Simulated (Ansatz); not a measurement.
Correlation energies of CH$_{6}$AlNOZn (`[CH3][Zn][O][AlH][NH2]`) by basis set

```xyz
11

C    -1.810   -0.085    2.721
Zn   -0.801    0.013    1.093
O     0.140    0.088   -0.390
Al    0.740    0.397   -1.921
N     2.266   -0.324   -2.447
H    -1.212    0.263    3.566
H    -2.120   -1.113    2.921
H    -2.705    0.537    2.656
H    -0.019    1.332   -2.947
H     2.846   -0.934   -1.896
H     2.675   -0.174   -3.355
```

The species carries charge 0 and has multiplicity 1. For Zn the d shell is correlated and the shells below it are frozen. Scalar relativity is left out up to krypton. Geometry: relaxed with PBE0-D4/def2-TZVP. It is one conformer, not always the lowest. Frozen core, restricted reference, Ansatz 0.2.0.

```
     basis      HF (Eh)  MP2 corr.  CCSD corr.       (T)  CCSD(T) total
  def2-SVP  -2190.05209   -0.87523    -0.88904  -0.02306    -2190.96419
def2-TZVPP  -2190.59140   -1.22694    -1.20498  -0.04236    -2191.83874
def2-QZVPP  -2190.65027   -1.31507           –         –              –
```
